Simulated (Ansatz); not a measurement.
`C#[C][Zr]([OH])([OH])[OH]` and `C#[C][Zr]([OH])([OH])[F]` differ in one atom or group.

Ansatz, PBE0-D4/def2-TZVP geometries, multiplicity 1. Each molecule was computed in one conformer, which needn't be the lowest.

Elements past krypton have def2 core potentials.

```
                                      property  `C#[C][Zr]([OH])([OH])[OH]`
         HOMO–LUMO gap (B3LYP/def2-TZVPP) / eV                         6.47
         HOMO energy (ωB97M-V/def2-TZVPP) / eV                        -9.83
           HOMO–LUMO gap (PBE/def2-TZVPP) / eV                         4.89
          HOMO–LUMO gap (PBE0/def2-TZVPP) / eV                         6.96
       HOMO–LUMO gap (ωB97M-V/def2-TZVPP) / eV                        10.49
zero-point energy (PBE0-D4/def2-TZVP) / kJ/mol                        144.3
```

Question: What does the change do to each property? (Estimate.)

Answer: Ansatz gave: 
```tsv
property	`C#[C][Zr]([OH])([OH])[F]`	shift
HOMO–LUMO gap (B3LYP/def2-TZVPP) / eV	6.32	-0.15
HOMO energy (ωB97M-V/def2-TZVPP) / eV	-10.16	-0.33
HOMO–LUMO gap (PBE/def2-TZVPP) / eV	4.75	-0.14
HOMO–LUMO gap (PBE0/def2-TZVPP) / eV	6.81	-0.15
HOMO–LUMO gap (ωB97M-V/def2-TZVPP) / eV	10.75	0.26
zero-point energy (PBE0-D4/def2-TZVP) / kJ/mol	117.6	-26.7
```

With PBE0 the HOMO falls by 0.33 eV and the LUMO falls by 0.49 eV, so the gap narrows by about 0.16 eV. PBE moves the HOMO by -0.33 eV and ωB97M-V by -0.33 eV. The zero-point energy changes by -26.7 kJ/mol with -3 modes.

B3LYP here is the variant with VWN-RPA as its local correlation; programs differ in this.
